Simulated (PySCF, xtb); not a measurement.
Se(Br)(SMe) (CH3BrSSe), SMILES CS[Se]Br. Atoms are numbered in the order given.

```xyz
7

Se     0.0772    -0.6582     0.7227
Br    -1.1970     1.2786     0.1336
S      1.7998    -0.6171    -0.5706
C      1.1964    -1.3441    -2.1299
H      0.8127    -2.3605    -1.9685
H      2.0649    -1.3751    -2.8059
H      0.4184    -0.7009    -2.5649
```

The structure is a stationary point at r2SCAN-D4/def2-SVP. The structure was generated by enumeration, and PubChem lists no compound with its InChIKey, so it may never have been made. One conformer was computed; it need not be the lowest.

Computed with PySCF with IEF-PCM-PBE0/def2-SVP.

The values are the electrostatic part of the solvation free energy, E(continuum) − E(gas) at the gas-phase geometry, in a cavity of scaled van der Waals radii (PySCF's table); cavitation and dispersion terms are not included. In vacuum the orbital gap is 4.23 eV. The dipole moment in vacuum is 2.54 D.

### Question
Estimate the values in water (ε = 78.36), cyclohexanone (ε = 15.62), N,N-dimethylformamide (ε = 37.22). (An estimate is asked for; the answer gives what the named calculation found.)

### Answer

```tsv
solvent	ε	ΔG(elec) (kcal/mol)	dipole (D)	gap (eV)
water	78.36	-3.2	3.45	4.26
cyclohexanone	15.62	-3.0	3.37	4.26
N,N-dimethylformamide	37.22	-3.2	3.43	4.26
```

For comparison, GFN2-xTB/ALPB(water) (xtb, at the GFN2-xTB geometry, all terms of that model) gives -0.1 kcal/mol.
